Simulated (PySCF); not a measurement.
**PySCF run on SrLi**

The script input.py:

```python
from pyscf import gto, scf, mp

mol = gto.M(
    atom='Sr 0 0 0; Li 0 0 2.995',
    basis='def2-tzvp',
    ecp={'Sr': 'def2-tzvp'},
    charge=0,
    spin=1,
    verbose=4,
)
mf = scf.UHF(mol)
mf.kernel()
mp.MP2(mf).kernel()
mf.dip_moment()
print('orbital energies (hartree):', [e[max(0, n-3):n+3].round(4) for e, n in zip(mf.mo_energy, mol.nelec)])
```

```bash
$ python input.py
```

Output (some set-up lines and the per-cycle HOMO/LUMO lines with their warnings removed):

```
PySCF version 2.14.0

[INPUT] Symbol           X                Y                Z      unit          X                Y                Z       unit  Magmom
[INPUT]  1 Sr     0.000000000000   0.000000000000   0.000000000000 AA    0.000000000000   0.000000000000   0.000000000000 Bohr   0.0
[INPUT]  2 Li     0.000000000000   0.000000000000   2.995000000000 AA    0.000000000000   0.000000000000   5.659729743072 Bohr   0.0

nuclear repulsion = 5.30060645328881
number of shells = 21
number of NR pGTOs = 73
number of NR cGTOs = 47
basis = def2-tzvp
ecp = {'Sr': 'def2-tzvp'}

******** <class 'pyscf.scf.uhf.UHF'> ********
method = UHF
initial guess = minao
damping factor = 0
level_shift factor = 0
DIIS = <class 'pyscf.scf.diis.CDIIS'>
SCF conv_tol = 1e-09
SCF max_cycles = 50
number electrons alpha = 7  beta = 6
init E= -36.1188874928986

cycle= 1 E= -37.7447795604178  delta_E= -1.63  |g|= 0.187  |ddm|= 1.31
cycle= 2 E= -37.7642705136788  delta_E= -0.0195  |g|= 0.0271  |ddm|= 0.695
cycle= 3 E= -37.7660882246882  delta_E= -0.00182  |g|= 0.0129  |ddm|= 0.144
cycle= 4 E= -37.7672322237402  delta_E= -0.00114  |g|= 0.00963  |ddm|= 0.0936
cycle= 5 E= -37.7684367673877  delta_E= -0.0012  |g|= 0.0058  |ddm|= 0.126
cycle= 6 E= -37.7689487962943  delta_E= -0.000512  |g|= 0.00321  |ddm|= 0.106
cycle= 7 E= -37.7690851590724  delta_E= -0.000136  |g|= 0.00157  |ddm|= 0.0729
cycle= 8 E= -37.7691205777908  delta_E= -3.54e-05  |g|= 0.000845  |ddm|= 0.041
cycle= 9 E= -37.769129904581  delta_E= -9.33e-06  |g|= 0.000523  |ddm|= 0.0144
cycle= 10 E= -37.7691342228227  delta_E= -4.32e-06  |g|= 0.00028  |ddm|= 0.0102
cycle= 11 E= -37.7691357019927  delta_E= -1.48e-06  |g|= 0.000121  |ddm|= 0.00691
cycle= 12 E= -37.769135914495  delta_E= -2.13e-07  |g|= 6.06e-05  |ddm|= 0.00288
cycle= 13 E= -37.7691359601303  delta_E= -4.56e-08  |g|= 2.88e-05  |ddm|= 0.0012
cycle= 14 E= -37.7691359738475  delta_E= -1.37e-08  |g|= 8.55e-06  |ddm|= 0.000836
cycle= 15 E= -37.7691359747533  delta_E= -9.06e-10  |g|= 2.15e-06  |ddm|= 0.000208
Extra cycle  E= -37.7691359747722  delta_E= -1.88e-11  |g|= 1.32e-06  |ddm|= 1.83e-05
converged SCF energy = -37.7691359747722  <S^2> = 0.86543021  2S+1 = 2.1122786

******** <class 'pyscf.mp.ump2.UMP2'> ********
nocc = (np.int64(7), np.int64(6)), nmo = (47, 47)
E(UMP2) = -37.9664410799484  E_corr = -0.197305105176189
E(SCS-UMP2) = -37.9643275136125  E_corr = -0.19519153884033
E_corr(same-spin) = -0.0479706777358816
E_corr(oppo-spin) = -0.149334427440308
Dipole moment(X, Y, Z, Debye): -0.00000,  0.00000, -0.16672
orbital energies (hartree): [array([-1.1079, -0.2252, -0.1571,  0.0112,  0.0112,  0.0308]), array([-1.1094, -1.1054, -0.2137,  0.0188,  0.0188,  0.0193])]
```

In short: E(SCF) = -37.769136 Eh, 15 cycles, E(MP2) − E(SCF) = -0.19731 Eh, ⟨S²⟩ = 0.865, μz(SCF) = -0.17 D.

Wall time 1.3 s on one thread of a shared host.

The bond length is a typed value, not an optimised one. No search for the lowest solution was made.
